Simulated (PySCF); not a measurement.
Nuclear quadrupole coupling in `C=CC(C=C)OC`

Compound: C6H10O.
Z-matrix (Å and degrees, GFN2-xTB geometry), rows numbered from 1:
```
C 
C   1  1.3189
C   2  1.5095  1  124.30
C   3  1.5036  2  108.06  1  -112.06
C   4  1.3186  3  124.24  2    98.46
O   3  1.4199  2  111.67  1   129.86
C   6  1.4024  3  113.49  2   -69.31
H   1  1.0779  2  121.74  3    -0.68
H   1  1.0769  2  121.98  3   178.80
H   2  1.0814  1  121.34  3  -179.57
H   3  1.1026  2  109.43  1     8.05
H   4  1.0799  3  113.98  2   -80.59
H   5  1.0764  4  121.83  3  -178.45
H   5  1.0778  4  121.81  3     1.31
H   7  1.0883  6  106.40  3  -179.21
H   7  1.0978  6  111.16  3   -60.21
H   7  1.0966  6  111.75  3    61.26
```

Field gradients from the PBE0/pcSseg-1 density (PySCF, non-relativistic), principal values in atomic units, ordered |Vxx| ≤ |Vyy| ≤ |Vzz|:

```tsv
atom	Vxx	Vyy	Vzz
O6	0.0208	2.0065	-2.0274
```

Find the asymmetry η = (Vxx − Vyy)/Vzz and the couplings χ = eQV/h (234.96 MHz × Q in barn × V in au), with Q(17O) = −0.0256 b.

```tsv
atom	environment	nucleus	η	χzz (MHz)	χxx (MHz)	χyy (MHz)
O6	ether oxygen	17O	0.98	12.19	-0.13	-12.07
```

At O6 η is above 0.9: Vyy and Vzz are nearly equal in size and opposite in sign, so a small change could swap them and flip the sign of χzz. 

What is Vzz at O6 in SI units (1 au = 9.71736 × 10²¹ V/m²)?

-2.0274 au = -19.701 × 10²¹ V/m².

And the gradient at the other heavy atoms, for which no coupling is worked out here?

```
atom                 environment  Vzz (au)     η
  C1        terminal =CH2 carbon     0.306  0.42
  C2            alkene CH carbon     0.333  0.58
  C3  sp3 carbon bound to oxygen     0.325  0.09
  C4            alkene CH carbon     0.327  0.64
  C5        terminal =CH2 carbon     0.296  0.43
  C7              methoxy carbon     0.372  0.09
```

Were the hydrogens deuterons (Q(2H) = 0.00286 b), χzz would run from 186 kHz (H11) to 228 kHz (H13 and H9).

The structure is a single GFN2-xTB conformer in the gas phase; no vibrational or solvent corrections. GFN2-xTB bond lengths can be off by several hundredths of an ångström, more for odd bonds, and the gradients follow them. The small basis limits the accuracy of the gradients.

These values come from a run that also computed NMR shieldings. Hardware: an x86-64 server with one thread, shared host. Cost: 17 s of wall time.
